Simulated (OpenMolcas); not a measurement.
**Cu5+, Ag5+, Au5+: d⁶ down the group**

* Program: OpenMolcas
* Method: RASSCF
* Basis: ANO-R2
* Scalar Hamiltonian: X2C, finite nucleus
* Spin-orbit coupling: state interaction with AMFI integrals over the reference wave functions, term energies averaged over their components

Active space for each ion: 12 electrons in 8 orbitals (RAS1 p, at most 2 holes; RAS2 d).

Computed levels in cm-1 above ⁵D₄:

```json
{"Level": "⁵D₃", "Cu5+": "1135", "Ag5+": "2567", "Au5+": "9440"}
{"Level": "⁵D₁", "Cu5+": "2380", "Ag5+": "4764", "Au5+": "13226"}
{"Level": "⁵D₀", "Cu5+": "2615", "Ag5+": "5181", "Au5+": "13185"}
{"Level": "³P₁(1)", "Cu5+": "34727", "Ag5+": "29879", "Au5+": "50798"}
{"Level": "³H₆", "Cu5+": "35029", "Ag5+": "25864", "Au5+": "27815"}
{"Level": "³H₅", "Cu5+": "35502", "Ag5+": "26134", "Au5+": "42768"}
{"Level": "³F₃(1)", "Cu5+": "36344", "Ag5+": "27453", "Au5+": "31311"}
{"Level": "³F₂(1)", "Cu5+": "36792", "Ag5+": "28359", "Au5+": "32175"}
{"Level": "³G₅", "Cu5+": "41864", "Ag5+": "32188", "Au5+": "27303"}
{"Level": "weight of ⁵D in the lowest level (%)", "Cu5+": "100", "Ag5+": "97", "Au5+": "79"}
```

Mixed levels, with the weight of the term that names them: Ag5+ ³H₅ (73 %), Ag5+ ³G₅ (73 %), Au5+ ⁵D₀ (71 %), Au5+ ³P₁(1) (70 %), Au5+ ³H₅ (51 %), Au5+ ³F₃(1) (51 %), Au5+ ³F₂(1) (67 %), Au5+ ³G₅ (51 %).

Measured, with the error of the calculation in %. Measured levels: Cu5+ from Sugar and Musgrove, J. Phys. Chem. Ref. Data 19, 527 (1990); Ag5+ from the list in Gamrath, thesis, University of Mons (2023).

```tsv
Level	Cu5+	Ag5+
⁵D₃	1196 (-5.1)	2692 (-4.7)
⁵D₁	2490 (-4.4)	4941 (-3.6)
⁵D₀	2733 (-4.3)	5380 (-3.7)
³P₁(1)	32685 (+6.2)	28232 (+5.8)
³H₆	30418 (+15.2)	21512 (+20.2)
³H₅	31009 (+14.5)	21812 (+19.8)
³F₃(1)	33296 (+9.2)	24441 (+12.3)
³F₂(1)	33740 (+9.0)	25306 (+12.1)
³G₅	37378 (+12.0)	27958 (+15.1)
```

The fine-structure level ⁵D₀ changes by a factor of 5.04 from Cu5+ to Au5+.

Without spin-orbit coupling ³P(1) lies 31812, 23111, 21600 cm-1 above ⁵D in that order; the difference to the level ³P₁(1), of either sign, comes from spin-orbit coupling, which also lowers the zero.

Without dynamic correlation excited terms often stand tens of per cent too high (terms of higher spin than the ground term too low), and those without a measured partner can miss by more than the paired ones. Active for correlation alone: 3p; no level in the range computed is led by a configuration that opens it, so any true level of that kind is missing (holds for Cu5+). Active for correlation alone: 4p; no level in the range computed is led by a configuration that opens it, so any true level of that kind is missing (holds for Ag5+). Active for correlation alone: 5p; no level in the range computed is led by a configuration that opens it, so any true level of that kind is missing (holds for Au5+). Computed and measured levels are paired by configuration, term and J; levels that our copy of the source lacks, or whose pairing is in doubt (as where it misses far off the trend of its configuration), stay unpaired and out of the deviations. Levels of configurations outside the active space are missing.

A number in round brackets counts repeated terms of one configuration in the order of the reference energies.
